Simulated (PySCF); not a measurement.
SMILES N#CCC(=O)O (C3H3NO2), singlet, CAM-B3LYP/def2-SVP optimised geometry.

```
9

N     -2.28    -1.01    -0.46
C     -1.16    -1.09    -0.24
C      0.27    -1.22     0.03
C      1.09     0.06     0.00
O      2.28     0.06     0.00
O      0.34     1.16     0.00
H      0.41    -1.67     1.03
H      0.73    -1.92    -0.69
H      0.94     1.92    -0.01
```

Density from CAM-B3LYP/def2-TZVP (PySCF) at that geometry.

Minimum of the electron density along straight lines between bonded atoms, close to the bond critical point (lines longer than 1.1 times the sum of covalent radii, or with two minima, are not listed):

| bond | length / Å | ρ at the minimum / e bohr⁻³ | ∇²ρ there / e bohr⁻⁵ | position (fraction from the first atom) |
|---|---|---|---|---|
| N1–C2 | 1.152 | 0.497 | -0.16 | 0.65 |
| C2–C3 | 1.459 | 0.271 | -0.76 | 0.54 |
| C3–C4 | 1.520 | 0.258 | -0.68 | 0.49 |
| C4–O5 | 1.197 | 0.443 | -0.27 | 0.34 |
| C4–O6 | 1.331 | 0.322 | -0.75 | 0.35 |
| C3–H7 | 1.102 | 0.273 | -0.94 | 0.65 |
| C3–H8 | 1.099 | 0.276 | -0.96 | 0.66 |
| O6–H9 | 0.972 | 0.348 | -2.40 | 0.81 |
